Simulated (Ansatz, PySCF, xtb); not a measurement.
Dissociation curve of SeMg, lowest singlet found (which spin is the ground state isn't settled by this scan).

Levels: RMP2/6-31G* = restricted MP2 (frozen core)/6-31G*, spherical d (PySCF); RHF/3-21G = restricted Hartree-Fock/3-21G (PySCF); GFN1-xTB (xtb); FCI = full CI/cc-pVDZ, cores with 3d frozen (Ansatz, an electronic-structure program).

Energies relative to the lowest point of each curve between 2.06 and 2.62 Å, where full CI is lowest, in mEh; the last columns give the difference from FCI:

```csv
R / Å,RMP2/6-31G*,RHF/3-21G,GFN1-xTB,FCI,RMP2/6-31G* − FCI,RHF/3-21G − FCI,GFN1-xTB − FCI
1.88,65.7,77.4,73.5,68.7,-3.0,8.7,4.8
2.06,15.5,21.0,8.3,17.2,-1.8,3.8,-8.9
2.16,3.9,6.9,0.0,4.9,-1.0,2.0,-4.9
2.25,0.0,1.0,0.3,0.1,-0.1,0.9,0.2
2.36,1.3,0.0,6.0,0.0,1.3,0.0,6.0
2.46,6.5,2.8,13.6,3.6,3.0,-0.7,10.0
2.58,16.0,8.8,23.9,10.6,5.4,-1.8,13.3
2.62,19.7,11.1,27.4,13.4,6.3,-2.3,14.0
```

RMP2/6-31G* is furthest from FCI at 2.62 (6.3 mEh, above); its mean absolute difference over the points is 2.7 mEh.

RHF/3-21G is furthest from FCI at 1.88 (8.7 mEh, above); its mean absolute difference over the points is 2.5 mEh.

GFN1-xTB is furthest from FCI at 2.62 (14.0 mEh, above); its mean absolute difference over the points is 7.7 mEh.

The scan ran from 1.88 to 8.82 Å; beyond the distances shown full CI changes its symmetry label. The restricted form behind RMP2/6-31G*, RHF/3-21G keeps the bonding electrons paired and can't separate into open-shell fragments. Also computed but left out beside FCI, since their determinant holds another spin at the minimum (<S²> over 0.7 above the pure value): UHF, UMP2, UCCSD, UCCSD(T), UCCSDT, UCCSDT(Q), UMP2/6-31G*, UHF/3-21G.
